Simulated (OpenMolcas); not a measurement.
Multiplet structure of S5+

* Program: OpenMolcas 26.06
* Method: CASSCF
* Basis: ANO-RCC-VQZP [6s5p3d2f1g]
* Scalar Hamiltonian: DKH2, point nucleus
* Active space: 1 electron in 4 orbitals (3s 3p)
* State averaging: 2S+1 = 2 even, 1 root; 2S+1 = 2 odd, 3 roots
* Spin-orbit coupling: RASSI with atomic mean-field integrals over the reference wave functions, term energies averaged over their components

Spin-free terms above the lowest, with the occupations of the reference:

```json
{"Configuration": "3s", "Term": "²S", "E (cm⁻¹)": "0.0", "Occupations": "3s 1.00"}
{"Configuration": "3p", "Term": "²P°", "E (cm⁻¹)": "106470", "Occupations": "3p 1.00"}
```

With spin-orbit coupling, above the lowest level:

```csv
Configuration,Term,J,E (cm⁻¹),Measured (cm⁻¹),g,Term weight %
3s,²S,1/2,0.0,0.0,2.002,100
3p,²P°,1/2,105732,105874,0.666,100
3p,²P°,3/2,106839,107138,1.334,100
```

Against the 2 measured excited levels shown (NIST levels in Podobedova, Kelleher and Wiese, J. Phys. Chem. Ref. Data 38, 171 (2009)) the mean absolute deviation is 220 cm-1; the largest miss in energy is 3p ²P°_3/2: computed 106839, measured 107138 cm⁻¹ (-0.3 %).

With one active electron the reference holds no correlation, so core polarisation is missing. Computed and measured levels are paired by configuration, term and J; levels that our copy of the source lacks, or whose pairing is in doubt (as where it misses far off the trend of its configuration), stay unpaired and out of the deviations. Levels of configurations outside the active space are missing.

The RASSCF and RASSI steps took 6 s on 1 thread of Arm Neoverse V2, with other jobs on the host; the integral step is not counted.

The term weight is that of the spin-free term in the level, not the purity of its configuration. ° marks odd parity.
